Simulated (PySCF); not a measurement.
**Orbital picture of InSb**

PBE0 at R = 2.949 Å; In def2-TZVPPD with ECP28, Sb def2-TZVPPD with ECP28; scalar-relativistic core potentials (PySCF 2.14). State: ³Π (triplet), unpaired electrons σ ↑, π ↑, a second solution, started from another occupation. Only the outer orbitals are listed, counted within each symmetry, core potentials removing the inner ones.

| spin | orbital | occ. | ε (eV) | on In (%) | main shells (%) |
| --- | --- | --- | --- | --- | --- |
| α | 7σ | 1 | -14.46 | 7 | 93 Sb s |
| α | 8σ | 1 | -9.99 | 82 | 82 In s, 11 Sb p |
| α | 9σ | 1 | -6.13 | 42 | 57 Sb p, 33 In p, 9 In s |
| α | 5π | 1 | -5.98 | 10 | 90 Sb p, 8 In p |
| α | 5π | 1 | -5.24 | 15 | 85 Sb p, 13 In p |
| α | 6π | 0 | -2.13 | 89 | 87 In p |
| α | 6π | 0 | -1.90 | 85 | 82 In p, 11 Sb p |
| α | 10σ | 0 | -0.57 | 59 | 26 In s, 23 Sb s, 21 In p |
| β | 7σ | 1 | -12.93 | 12 | 87 Sb s, 10 In s |
| β | 8σ | 1 | -9.31 | 84 | 84 In s, 10 Sb s |
| β | 5π | 1 | -4.71 | 24 | 76 Sb p, 22 In p |
| β | 9σ | 0 | -3.43 | 47 | 51 Sb p, 42 In p |
| β | 5π | 0 | -3.00 | 41 | 59 Sb p, 39 In p |
| β | 6π | 0 | -1.76 | 78 | 76 In p, 20 Sb p |

Task: Which are the highest filled and the lowest empty level, where do they sit, and how wide is the gap?

Result: Highest filled β 5π at -4.71 eV (in %: 76 Sb p, 22 In p); lowest empty β 9σ at -3.43 eV (in %: 51 Sb p, 42 In p); the gap at PBE0 is 1.28 eV.

| Property | Result |
| --- | --- |
| bond order (Mayer) | 1.35 |
| ⟨S²⟩ | 2.022 |
| charge on In (Mulliken, basis-dependent) | 0.25 |
| charge on In (Löwdin, basis-dependent) | 0.10 |
| dipole moment (positive dipole means In(−)Sb(+)) | -3.25 D |

Spin–orbit coupling is left out.
